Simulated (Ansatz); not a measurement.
```yaml
atoms:
  - { symbol: C, position_ang: [0.0000, 0.0000, 0.0000] }
  - { symbol: C, position_ang: [0.9547, 0.9547, 0.9547] }
  - { symbol: C, position_ang: [0.9547, -0.9547, -0.9547] }
  - { symbol: C, position_ang: [-0.9547, 0.9547, -0.9547] }
  - { symbol: C, position_ang: [-0.9547, -0.9547, 0.9547] }
  - { symbol: H, position_ang: [0.2972, 1.6563, 1.6563] }
  - { symbol: H, position_ang: [1.6563, 0.2972, 1.6563] }
  - { symbol: H, position_ang: [1.6563, 1.6563, 0.2972] }
  - { symbol: H, position_ang: [0.2972, -1.6563, -1.6563] }
  - { symbol: H, position_ang: [1.6563, -0.2972, -1.6563] }
  - { symbol: H, position_ang: [1.6563, -1.6563, -0.2972] }
  - { symbol: H, position_ang: [-1.6563, 0.2972, -1.6563] }
  - { symbol: H, position_ang: [-1.6563, 1.6563, -0.2972] }
  - { symbol: H, position_ang: [-0.2972, 1.6563, -1.6563] }
  - { symbol: H, position_ang: [-1.6563, -1.6563, 0.2972] }
  - { symbol: H, position_ang: [-0.2972, -1.6563, 1.6563] }
  - { symbol: H, position_ang: [-1.6563, -0.2972, 1.6563] }
```

Basis set: cc-pVDZ (spherical functions). Frozen core: 5 orbitals. Charge 0, multiplicity 1.

Computed with Ansatz (development build ahead of 0.2.0); each method stands on the lowest determinant of its kind that the runs found. Restricted open shells among the atoms or ions are ROHF, correlated in semicanonical orbitals with singles.

Problem. Give the atomization energy at this shape (free ground-state atoms in the same class of orbitals less the molecule, no zero-point energy) of singlet C5H12 by RHF-MP2, RHF.

Solution.

```csv
method,atomization energy
RHF-MP2,6119.6 kJ/mol
RHF,4860.8 kJ/mol
```

Caution: no unrestricted run beside it, a lower state can exist; the shape is not the minimum.
